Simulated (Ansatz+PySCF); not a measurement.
A calculation with Ansatz (development build ahead of 0.2.0).

```yaml
crystal:
  periodic: [false, false, false]
  atoms:
    - { symbol: Cl, position_ang: [-0.03449, 0.02064, -2.12679] }
    - { symbol: Zn, position_ang: [0.01966, 0.04547, 0.0068] }
    - { symbol: Cl, position_ang: [-0.02642, -0.04234, 2.09401] }
basis:
  gaussian: { orbitals: def2-SVP }
magnetization:
  spin_polarized: true
hamiltonian:
  xc: pbe0
scf:
  omitted_lower_state_checks: [starts, atomic_configurations, cluster_reference, orbital_swaps, given_window_search, neighbouring_geometries, increment]
output:
  forces: true
```

The input is written out in the form of the current development build from the run's settings.

Output:

```json
{
 "Converged": "yes",
 "Total energy": "-2698.80471 hartree",
 "Spin squared of the determinant": "0.000",
 "Stability test": "minimum"
}
```

Forces (eV/Å):
```tsv
atom	Fx	Fy	Fz
Cl1	0.042	0.038	0.558
Zn2	-0.068	-0.065	-0.682
Cl3	0.026	0.027	0.124
```
